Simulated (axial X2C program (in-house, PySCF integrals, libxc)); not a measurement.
**Correcting the dissociation energy of TiF⁺ for spin–orbit coupling**

A spin-free PBE0 curve (one-electron X2C) was computed with an in-house all-electron X2C program for linear molecules (integrals from PySCF), basis Ti dyall-cv3z [10s10p6d4f2g], F dyall-av3z [7s6p3d2f] (cores contracted in-house), for the state M_S = 1, Λ = 0 (beyond evenly filled blocks: δ+α, δ-α). It gives D0 = 5.572 eV to Ti+ + F, which in a spin-free picture are the weighted means of the ground terms.

Measured levels of the ground terms (NIST Handbook of Basic Atomic Spectroscopic Data), in cm⁻¹: Ti+ 4F: J = 3/2 at 0, J = 5/2 at 94.1, J = 7/2 at 225.7, J = 9/2 at 393.4; F 2P: J = 3/2 at 0, J = 1/2 at 404.1.

The molecular state has Λ = 0, so it has no first-order lowering.

Task: How far does each ground level lie under the (2J+1)-weighted mean of its term?

Result: Ti+: (4 × 0 + 6 × 94.1 + 8 × 225.7 + 10 × 393.4)/28 = 225 cm⁻¹; F: (4 × 0 + 2 × 404.1)/6 = 135 cm⁻¹.

Task: Correct D0.

Result: D0 = 5.572 + (0 − 360)/8065.5 = 5.527 eV at PBE0 with these spin–orbit terms.

Second-order spin–orbit effects in the molecule, which grow quickly with Z, are left out. Occupations by symmetry block were frozen at the best pattern of an incomplete PBE0 search. Dissociation energies refer to the lowest single-determinant-based atoms at the same level and basis. PBE0 can misorder states that lie within some tenths of an eV, so this need not be the ground state of the molecule. The nearest other spin-free determinant of the search, M_S = 1, Λ = 2, lies 0.32 eV up at the distance of the search. The functionals have no current-density term, which raises determinants with orbital currents, atoms included.
